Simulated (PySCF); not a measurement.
Vertical excitations of a molecule F₂H₅NSi₂ from TDDFT-PBE0/def2-SVPD in PySCF 2.14.0, as energy in eV (oscillator strength): 6.81 (0.006), 7.68 (0.026), 7.92 (0.003), 7.94 (0.006), 8.23 (0.002), 8.51 (0.017), 8.53 (0.009), 8.95 (0.145), 9.05 (0.024), 9.31 (0.000). Lowest triplet (TDA): 6.44 eV. Geometry: PBE0-D3(BJ)/def2-SVP. One conformer was computed; it need not be the lowest.

Task: Which molecule gave these data?
A. F[SiH2]N[SiH2]F
B. N[SiH2][SiH](F)F
C. F[SiH](F)N[SiH3]
D. N[Si](F)(F)[SiH3]

Result: C, F[SiH](F)N[SiH3]
